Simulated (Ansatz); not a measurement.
Geometry optimisation, Ansatz 0.2.0, RKS r2SCAN-D4/STO-3G.

Input file:

```yaml
crystal:
  periodic: [false, false, false]
  atoms:
    - { symbol: C, position_ang: [-0.4753, 1.3658, -0.0498] }
    - { symbol: B, position_ang: [0.1108, 0.0047, 0.3401] }
    - { symbol: C, position_ang: [0.6964, -0.2199, 1.7778] }
    - { symbol: B, position_ang: [0.219, -1.2325, -0.7649] }
    - { symbol: "N", position_ang: [0.96805, -2.55293, -0.39597] }
    - { symbol: H, position_ang: [-0.4615, 2.1411, 0.7835] }
    - { symbol: H, position_ang: [0.0509, 1.8343, -0.9256] }
    - { symbol: H, position_ang: [-1.5513, 1.2857, -0.3414] }
    - { symbol: H, position_ang: [1.807, -0.4691, 1.7432] }
    - { symbol: H, position_ang: [0.1916, -1.0482, 2.3194] }
    - { symbol: H, position_ang: [0.6246, 0.6979, 2.4271] }
    - { symbol: H, position_ang: [-0.12732, -1.056, -1.86642] }
    - { symbol: H, position_ang: [1.97361, -2.31402, -0.01094] }
    - { symbol: H, position_ang: [0.4577, -2.92151, 0.42155] }
basis:
  gaussian: { orbitals: STO-3G }
hamiltonian:
  xc: r2scan
  dispersion: d4
relax:
  f_tol: 0.015
  max_steps: 40
```

Run as:

```bash
$ ansatz run input.yaml --threads 1 --pin off --max-ram 2048MiB --backend cpu --events-out ev --progress --plain --runs-dir out
```

Task: Where does it end, and by what steps?

Result: The run converged. Limits of this set-up: minimal basis. After 39 steps the energy has fallen by 2.607 eV; H12 moved furthest, 2.11 Å.

| step | energy less start (eV) | largest force component (eV/Å) | accepted |
| --- | --- | --- | --- |
| 0 | 0.0000 | 2.761 | yes |
| 2 | -0.6526 | 2.589 | yes |
| 4 | -1.3820 | 2.329 | yes |
| 6 | -2.0397 | 2.017 | yes |
| 8 | -2.3692 | 1.109 | yes |
| 10 | -2.5189 | 0.320 | yes |
| 12 | -2.5583 | 0.439 | yes |
| 14 | -2.5793 | 0.496 | yes |
| 16 | -2.5724 | 0.300 | no |
| 18 | -2.5972 | 0.212 | yes |
| 20 | -2.6007 | 0.054 | yes |
| 22 | -2.6010 | 0.020 | yes |
| 24 | -2.6012 | 0.017 | yes |
| 26 | -2.6015 | 0.046 | yes |
| 28 | -2.6018 | 0.075 | yes |
| 30 | -2.6025 | 0.092 | yes |
| 32 | -2.6032 | 0.092 | yes |
| 34 | -2.6032 | 0.143 | no |
| 36 | -2.6059 | 0.049 | yes |
| 38 | -2.6044 | 0.114 | no |
| 39 | -2.6066 | 0.008 | yes |

```xyz
14
Properties=species:S:1:pos:R:3
C -0.776 1.009 0.063
B 0.396 0.039 0.505
C 1.008 0.228 1.952
B 0.962 -1.126 -0.537
N 0.431 -2.402 -0.653
H -1.107 1.709 0.841
H -0.449 1.603 -0.805
H -1.651 0.439 -0.285
H 1.996 -0.228 2.100
H 0.319 -0.261 2.663
H 1.056 1.284 2.255
H 1.877 -0.889 -1.240
H 0.793 -3.128 -1.302
H -0.371 -2.762 -0.100
```

Run time: 2.6 min on 1 thread of Arm Neoverse V1 (shared host), peak memory 0.2 GiB.
